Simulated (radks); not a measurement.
The numbers below are computed, except where a source is named.
Fractional charge and spin in the 6s shell of cerium: the spin-up occupation runs from 0 to 1 and the spin-down occupation from 0 to 1; the fullest corner is Ce, [Xe] 4f(up 0.5, down 0.5) 5d(up 0.5, down 0.5) 6s(up 1, down 1). Level of theory: scalar-relativistic Kohn-Sham, PBE, spin-polarised, spherical densities, finite nucleus; Fermi nuclear charge, rms radius of each element as measured or else 0.836 A^(1/3) + 0.57 fm (a radial shooting solver on a logarithmic mesh with Libxc functionals). Energy (eV) minus the two flat planes that join the four corners (they meet along the diagonal where the two added fractions sum to one electron); zero is where a piecewise linear energy would lie.

down \ up       0    0.25     0.5    0.75       1
0           0.000  -0.470  -0.621  -0.462   0.000
0.25       -0.470  -0.577  -0.377   0.124  -0.416
0.5        -0.621  -0.377   0.166  -0.335  -0.550
0.75       -0.462   0.124  -0.335  -0.511  -0.409
1           0.000  -0.416  -0.550  -0.409   0.000

Corners above the fullest one (they belong to Ce+ and the next ion): (up 1, down 0) 5.904 eV, (up 0, down 1) 5.904 eV, (up 0, down 0) 17.150 eV. With half an added electron in each spin the energy lies 0.166 eV from the planes, and with half an added electron in spin up alone -0.621 eV. The planes are only a guide here: the flat-plane condition holds for ground states with one frontier orbital, while this shell lies below other occupied shells, so the corners above the fullest one are inner-hole states and not the ground states of those ions.
